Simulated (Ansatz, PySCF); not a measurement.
Dimer: HCl (SMILES Cl) (first 2 atoms) with ClH3Si (SMILES [SiH3]Cl); geometry from B3LYP-D3(BJ)/def2-TZVP, rigid monomers moved along the line of their centres of mass till H2···Cl4 is 4.43 Å.
(charge 0, multiplicity 1):
| atom | x (Å) | y (Å) | z (Å) |
|---|---|---|---|
| Cl | 0.1814 | 0.4272 | -0.0816 |
| H | -0.0892 | -0.4557 | 0.8177 |
| Si | -0.1600 | 0.2252 | 5.7420 |
| Cl | -0.6113 | -1.6841 | 5.0446 |
| H | -0.2548 | 0.1858 | 7.2132 |
| H | -1.1448 | 1.1601 | 5.1708 |
| H | 1.2083 | 0.5546 | 5.3063 |

Counterpoise-corrected where a basis set is named; no monomer relaxation. Rows marked so take none.

Frozen-core correlation. CBS(a, b) extrapolates the correlation energy as X⁻³ and adds the Hartree–Fock energy of set b. Rows in 3-21G, 6-31G* carry no dispersion term and start afresh at each structure (6-31G* with six Cartesian d functions). MP2/6-31G* freezes PySCF's default core.

Run with Ansatz (Gaussian orbitals); PySCF for 3-21G rows, 6-31G* rows, the dispersion terms. Each number belongs to the level named beside it.

Other levels give for the interaction energy: PBE/def2-TZVPPD -0.35; B3LYP/def2-TZVPPD -0.23; B3LYP-D3(BJ)/def2-TZVPPD -0.48; wB97M-V/def2-TZVPPD -0.46; MP2/CBS(aug-cc-pV(D+d)Z, aug-cc-pV(T+d)Z) + ΔCCSD(T)/aug-cc-pV(D+d)Z -0.46 kcal/mol.

Common cheap choices:

| level | interaction energy (kcal/mol) | less -0.46 (MP2/CBS(aug-cc-pV(D+d)Z, aug-cc-pV(T+d)Z) + ΔCCSD(T)/aug-cc-pV(D+d)Z) |
|---|---|---|
| HF/3-21G (no counterpoise) | -0.52 | -0.07 |
| HF/6-31G* (no counterpoise) | -0.43 | 0.03 |
| BP86/6-31G* (no counterpoise) | -0.32 | 0.14 |
| B3LYP/3-21G (no counterpoise) | -0.44 | 0.01 |
| B3LYP/6-31G* (no counterpoise) | -0.37 | 0.08 |
| M06-2X/6-31G* (no counterpoise) | -0.53 | -0.08 |
| MP2/6-31G* | -0.45 | 0.01 |
| MP2/6-31G* (no counterpoise) | -0.49 | -0.04 |

Ansatz is an electronic-structure program.
